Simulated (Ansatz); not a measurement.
The cluster Ag7Se⁺, relaxed as a singlet with RKS PBE0-D4/def2-SVP in Ansatz, starting from the GFN1-xTB geometry. Force threshold 0.02 eV/Å.

In the def2 sets Ag takes a core potential; there is no spin–orbit coupling. The relaxation made no stability test and no search for a lower SCF solution. No other spin state of charge 1 was run. The structure comes from a short search, and lower isomers may exist.

Start:

Cartesian coordinates in Å:
```
Ag -1.3497 1.5052 1.6615
Ag -2.2863 -0.1034 -0.4906
Ag 0.4049 1.0279 -0.6266
Ag 1.4437 1.1859 1.9708
Ag 0.4235 -1.7637 -1.4788
Ag 2.4699 -0.8249 0.2719
Ag -0.1754 -1.0174 1.2331
Se -0.9306 -0.0095 -2.5413
```

| step | energy (eV) | largest force component (eV/Å) | SCF passes |
| --- | --- | --- | --- |
| 1 | -93326.2747 | 0.521 | 21 |
| 2 | -93326.3514 | 0.167 | 28 |
| 3 | -93326.3643 | 0.069 | 28 |
| 4 | -93326.3744 | 0.029 | 28 |
| 5 | -93326.3753 | 0.014 | 29 |

Force components are those of the run's own axes.

End:

```xyz
8

Ag   -1.376    1.509    1.799
Ag   -2.404    0.102   -0.441
Ag    0.380    1.031   -0.697
Ag    1.407    1.137    1.955
Ag    0.655   -1.774   -1.556
Ag    2.545   -0.886    0.368
Ag   -0.182   -0.948    1.095
Se   -1.023   -0.171   -2.524
```

By distances, no bond broke or formed. The bond that changes most is Ag1–Ag3, from 2.92 to 3.09 Å (atoms count from 1). The end is the same structure that another start reached.

No frequencies were taken in this run, so the end may be a saddle point.

Run time 1.9 min (4 threads of Arm Neoverse V1 on a shared host), peak host memory 1.4 GiB.
